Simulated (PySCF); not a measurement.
## Property card for 4-chlorobenzotrifluoride, `FC(F)(F)c1ccc(Cl)cc1`

Species: 4-chlorobenzotrifluoride, C₇H₄ClF₃.
Numbering: `[F:1][C:2]([F:3])([F:4])[c:5]1[cH:6][cH:7][c:8]([Cl:9])[cH:10][cH:11]1` (hydrogens: H12 on C6; H13 on C7; H14 on C10; H15 on C11)

Geometry (PBE0-D3(BJ)/def2-SVP, Å), atoms numbered from 1 in this order:
```xyz
15
C7H4ClF3 angstrom
F      2.616    0.222    1.419
C      2.218    0.212    0.141
F      2.639    1.357   -0.405
F      2.862   -0.789   -0.464
C      0.727    0.064    0.027
C      0.158   -1.179   -0.245
C     -1.225   -1.316   -0.319
C     -2.033   -0.197   -0.117
Cl    -3.751   -0.359   -0.213
C     -1.474    1.052    0.155
C     -0.091    1.178    0.225
H      0.799   -2.047   -0.408
H     -1.682   -2.282   -0.535
H     -2.124    1.915    0.304
H      0.356    2.153    0.428
```

Among its groups: benzene ring, CF3 group, C–F bond and C–Cl bond.

**PBE0-D3(BJ)/def2-SVP geometry optimisation, gas phase (PySCF)**

```
Rotational constants A, B, C : 2.853, 0.446, 0.413 GHz
```

wB97X-D/def2-SVPD ground state and vertical TDDFT (core frozen in the response) (PySCF):

```
Dipole moment                                                     : 1.13 D
HOMO energy                                                       : -9.48 eV
LUMO energy                                                       : 0.35 eV
HOMO–LUMO gap                                                     : 9.83 eV
Lowest singlet excitation                                         : 5.31 eV (234 nm, f = 0.000)
Strongest line among the 6 lowest singlet transitions             : S4 at 6.93 eV (179 nm, f = 0.685)
Static isotropic polarisability                                   : 96.0 au
Electronic spatial extent ⟨r²⟩ about the centre of nuclear charge : 2392 bohr²
```

Monoisotopic mass from the formula: 179.9954 u.

The rotational constants make it an asymmetric top with κ = (2B − A − C)/(A − C) = -0.97, nearer the prolate limit (−1). S1 lies 4.52 eV below the HOMO–LUMO gap; its leading configuration is HOMO→LUMO+1, weight 0.55, beside HOMO−1→LUMO, weight 0.42. The polarisability is 14.22 Å³ as a volume (1 au = 0.148185 Å³), or 1.07 au for each of the 90 electrons. With B = h/(8π²I), that is 505.379 GHz u Å² over I, the principal moments of inertia are 177.1, 1133.7 and 1223.2 u Å² (most abundant isotopes). The 6 singlets span 5.31 to 7.17 eV, and their oscillator strengths add up to 1.20. The principal polarisabilities are 61.5, 95.3 and 131.1 au; their mean is the isotropic value. In atomic units the dipole is 0.44 e·bohr (1 au = 2.5417 D).

